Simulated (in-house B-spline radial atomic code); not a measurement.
Values are calculated unless marked as measured or tabulated.
# Stopping of slow ions oscillates with Z: Al to Ti at r_s = 3.3

A nucleus sits in a uniform electron gas with a rigid positive background. The Kohn-Sham equations are solved self-consistently in the spin-unpolarised LDA (PW92), non-relativistic, on B-splines with outgoing waves at the boundary and partial waves to l = 8. The model has no lattice, no bands and no magnetic solution. Atomic units; δ_l are the phase shifts at the Fermi level, counted so that each bound state adds π, and good to about 0.0005. A narrow, partly filled d or f resonance in a thin gas would split by spin, so such rows rest on a solution that is probably unstable.

The density parameter is r_s = 3.3 bohr. The friction coefficient Q = n k_F σ_tr gives dE/dx = Q v for slow ions.

| ion | δ0/π | δ1/π | δ2/π | δ3/π | σ_tr (bohr²) | Q (a.u.) |
| --- | --- | --- | --- | --- | --- | --- |
| Al | 2.349 | 1.350 | 0.020 | 0.001 | 55.46 | 0.2143 |
| Si | 2.443 | 1.487 | 0.017 | 0.001 | 74.64 | 0.2884 |
| P | 2.520 | 1.621 | 0.020 | 0.002 | 71.03 | 0.2744 |
| S | 2.597 | 1.742 | 0.031 | 0.004 | 54.17 | 0.2093 |
| Cl | 2.689 | 1.846 | 0.050 | 0.004 | 37.19 | 0.1437 |
| Ar | 2.798 | 1.938 | 0.076 | 0.002 | 25.64 | 0.0991 |
| K | 2.907 | 2.015 | 0.113 | -0.001 | 24.62 | 0.0951 |
| Ca | 2.982 | 2.054 | 0.181 | -0.006 | 46.97 | 0.1815 |
| Sc | 3.016 | 2.057 | 0.276 | -0.008 | 98.13 | 0.3791 |
| Ti | 3.036 | 2.050 | 0.377 | -0.009 | 152.52 | 0.5892 |

Where are the largest and smallest frictions, and what do the phase shifts say there?

Largest: Ti, Q = 0.5892; smallest: K, Q = 0.0951, a ratio of 6.2. For the largest δ2/π = 0.38; it lies at the edge of the table, which can't show whether it is a peak. For the smallest the differences δ_l − δ_(l+1), measured from the nearest multiple of π, are 0.11π, 0.10π, 0.11π; σ_tr grows with the sines of these.

At equal speed, Lindhard and Scharff's formula, with silicon as an example target, scales as Z^(7/6)/(Z^(2/3) + 14^(2/3))^(3/2). How does its rise from the first ion to the last compare?

It rises smoothly by 0.7294/0.5222 = 1.40, while Q changes by 0.589/0.214 = 2.75. The statistical formula averages over shells, so it can't show the oscillation.
